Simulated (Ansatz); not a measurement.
Consider the ligand exchange at the Si–C bond: `[SiH3][CH2][SnH2][Cl]` + `OC[SiH2]Cl` → `[SiH3]OC[SiH2]Cl` + `[CH3][SnH2][Cl]`.

Gas-phase electronic energies from Ansatz, PBE0-D4/def2-TZVP geometries. CCSD(T)/CBS adds triple-zeta CCSD(T) − MP2 to the extrapolated MP2 energy (def2 sets, frozen cores). DFT in def2-TZVPP. B3LYP here is the variant with VWN-RPA as its local correlation; programs differ in this. def2 core potentials past Kr. For Sn outer-core shells are correlated without core-valence functions, which leaves a few kJ/mol of doubt a bond. Each species was taken in one conformer, which may not be the lowest.

`[SiH3][CH2][SnH2][Cl]`:

Z-matrix (Å, degrees):
```
Si
C 1 1.871
H 1 1.484 2 110.5
H 1 1.488 2 110.6 3 120.8
H 1 1.488 2 109.5 3 -119.8
Sn 2 2.134 1 114.5 3 62.3
H 2 1.094 1 110.0 3 -177.3
H 2 1.093 1 110.6 3 -58.4
Cl 6 2.339 2 105.8 1 -61.2
H 6 1.704 2 113.0 1 54.3
H 6 1.705 2 113.0 1 -176.3
```

`OC[SiH2]Cl`:

Z-matrix (Å, degrees):
```
C
Si 1 1.882
O 1 1.416 2 112.1
H 1 1.100 2 110.1 3 -125.4
H 1 1.095 2 109.0 3 118.1
Cl 2 2.067 1 106.0 3 53.7
H 2 1.484 1 112.1 3 171.6
H 2 1.481 1 112.1 3 -63.0
H 3 0.962 1 108.3 2 -54.5
```

`[SiH3]OC[SiH2]Cl`:

Z-matrix (Å, degrees):
```
Si
O 1 1.649
H 1 1.480 2 106.4
H 1 1.489 2 110.3 3 -120.2
H 1 1.489 2 110.3 3 120.2
C 2 1.420 1 121.5 3 -179.8
Si 6 1.881 2 106.6 1 -179.8
H 6 1.098 2 111.5 1 -59.6
H 6 1.098 2 111.4 1 60.0
Cl 7 2.060 6 108.0 2 -179.8
H 7 1.481 6 110.6 2 61.6
H 7 1.481 6 110.6 2 -61.3
```

`[CH3][SnH2][Cl]`:

Z-matrix (Å, degrees):
```
C
Sn 1 2.127
H 1 1.091 2 110.1
H 1 1.089 2 109.2 3 -120.2
H 1 1.089 2 109.3 3 120.2
Cl 2 2.342 1 105.7 3 179.3
H 2 1.705 1 113.6 3 64.1
H 2 1.705 1 113.7 3 -65.4
```

```
         level  ΔE (kcal/mol)  difference from CCSD(T)/CBS
        PBE-D4          -17.1                          2.8
       PBE0-D4          -18.0                          1.9
      B3LYP-D4          -21.1                         -1.2
       ωB97M-V          -20.0                         -0.1
           PBE          -17.8                          2.1
        r2SCAN          -19.9                          0.0
          PBE0          -18.6                          1.3
MP2/def2-TZVPP          -20.5                         -0.6
 HF/def2-QZVPP          -26.2                         -6.3
CCSD/CBS(def2)          -20.7                         -0.8
   CCSD(T)/CBS          -19.9                            0
```

Largest T1 diagnostic among the species: 0.011.

From PBE to PBE0 (25 % exact exchange), in def2-TZVPP and without D4, ΔE moves by −0.8 kcal/mol. The D4 term adds +1.2 kcal/mol with B3LYP and +0.6 kcal/mol with PBE0; it sums over pairs of atoms, weighted by their polarisabilities, and B3LYP, whose exchange is more repulsive, gets the larger term.
